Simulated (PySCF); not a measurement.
# Ag⁻ (silver, charge -1) across methods

[Kr] 4d10 5s2, closed-shell 1S. All numbers are calculated (PySCF 2.14, a scalar-relativistic core potential, in aug-cc-pwCVDZ-PP with ECP28MDF (6s6p5d3f, 70 functions)). The B2PLYP total includes its PT2 part (frozen core); its orbital energies are those of the SCF part.

| method | E (hartree) | mean ε 4p (eV) | mean ε 4d (eV) | mean ε 5s (eV) | Σ⟨r²⟩ (bohr²) | ⟨S²⟩ |
| --- | --- | --- | --- | --- | --- | --- |
| UHF | -146.05837 | -70.878 | -8.323 | -0.579 | 84.26 | 0.000 |
| HSE06 | -146.9495 | -57.812 | -2.422 | 0.760 | 73.15 | 0.000 |
| r2SCAN | -147.0062 | -55.904 | -1.209 | 0.821 | 71.78 | 0.000 |
| r2SCAN0 | -146.9616 | -59.554 | -3.036 | 0.301 | 72.90 | 0.000 |
| B2PLYP | -146.7932 | -62.887 | -4.765 | 0.017 | 76.87 | 0.000 |
| PBE0 | -146.9499 | -58.253 | -2.872 | 0.428 | 73.93 | 0.000 |
| LDA | -146.7126 | -53.868 | -1.091 | 0.793 | 71.35 | 0.000 |
| PBE | -146.9781 | -53.988 | -1.011 | 0.953 | 73.19 | 0.000 |

Q: Estimate the same row for MN15.

A: E (hartree) = -146.6758; mean ε 4p (eV) = -56.858; mean ε 4d (eV) = -3.904; mean ε 5s (eV) = -0.503; Σ⟨r²⟩ (bohr²) = 74.26; ⟨S²⟩ = 0.000.

Energies and moments cover only the electrons outside the core potential.

The highest occupied level is positive at HSE06, r2SCAN, r2SCAN0, B2PLYP, PBE0, LDA, PBE: only the finite basis holds that electron, which in a density functional comes from self-interaction.
